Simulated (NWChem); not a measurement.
TiNH2F3; SMILES [NH2][Ti]([F])([F])[F]

```xyz
7

Ti    -0.0337     0.0055     0.0370
F      0.3789     1.3485     1.0624
F     -0.5449    -1.4160     0.8933
F     -1.3091     0.5354    -1.0310
N      1.4560    -0.4497    -0.9433
H      2.1164     0.2189    -1.3343
H      1.7076    -1.4021    -1.1991
```
Atoms are numbered in this order, from 1.

The geometry was optimised at PBE0/def2-SVP.

Problem. List the 4 lowest vertical singlet excitations from CAM-B3LYP/def2-SVPD, TDA (NWChem).

Solution. 
```
state  energy (eV)  oscillator strength  leading excitation (squared amplitude)
-----  -----------  -------------------  --------------------------------------
S1            4.25                0.001                      HOMO → LUMO (0.99)
S2            5.22                0.039                    HOMO → LUMO+1 (0.83)
S3            5.62                0.001                    HOMO → LUMO+2 (0.99)
S4            5.81                0.008                    HOMO → LUMO+3 (0.93)
```
